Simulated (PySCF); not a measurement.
FH5Si2, SMILES [SiH3][SiH2]F. Heavy atoms are numbered as in [SiH3:1][SiH2:2][F:3]. Hydrogens are named by the atom that carries them.

Geometry: B3LYP-D3(BJ)/def2-TZVP.

The numbers are results of HF/pcSseg-1 (PySCF), not measurements.

GIAO shieldings, no solvent; atoms alike by connectivity are averaged. δ = σ(ref) − σ: ²⁹Si against TMS (σ = 393.8 ppm); ¹⁹F against CFCl3 (σ = 238.5 ppm); ¹H against TMS (σ = 31.99 ppm), references at their B3LYP-D3(BJ)/def2-TZVP geometries, non-relativistic.

Estimate the chemical shifts. (Estimate from the structure and the level; the computed values follow.)


| nucleus | atoms | count | δ (ppm) |
|---|---|---|---|
| ²⁹Si | Si2 (SiH2) | 1 | -3.9 |
| ²⁹Si | Si1 (SiH3) | 1 | -96.0 |
| ¹⁹F | F3 | 1 | -203.9 |
| ¹H | H on Si2 | 2 | 5.10 |
| ¹H | H on Si1 | 3 | 3.45 |
